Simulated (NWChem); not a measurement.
Si2H3Cl2F; SMILES F[SiH2][SiH](Cl)Cl

```xyz
8

Si     0.3988    -1.7556    -0.4607
F     -0.5442    -2.8606     0.2548
Si    -0.0062     0.3576     0.4847
Cl     1.3276     1.6769    -0.4206
Cl    -1.9565     0.9747     0.1255
H      0.0950    -1.7115    -1.9129
H      1.8221    -2.1174    -0.2323
H      0.2121     0.4591     1.9465
```
Atoms are numbered in this order, from 1.

Level: B3LYP/6-31G* (spherical d) (NWChem), optimised geometry, unscaled harmonic frequencies. 

```csv
frequency (cm⁻¹),IR intensity (km/mol)
55,2.6
81,3.1
141,6.9
175,7.7
217,2.8
409,33.9
524,29.7
536,57.8
565,97.1
746,61.4
765,223.6
801,132.0
869,24.5
933,187.5
963,111.5
2262,112.8
2278,21.6
2284,199.0
```

| Property | Value |
|---|---|
| zero-point energy | 20.9 kcal/mol |
| thermal correction to the enthalpy at 298.15 K (with zero-point energy) | 26.2 kcal/mol |
| heat capacity Cv | 24.0 cal/(mol K) |
| entropy at 298.15 K and 1 atm (symmetry number 1) | 89.5 cal/(mol K) |
| dipole moment | 1.53 D |

Rigid rotor and harmonic oscillator; modes under 100 cm⁻¹ make the entropy uncertain.
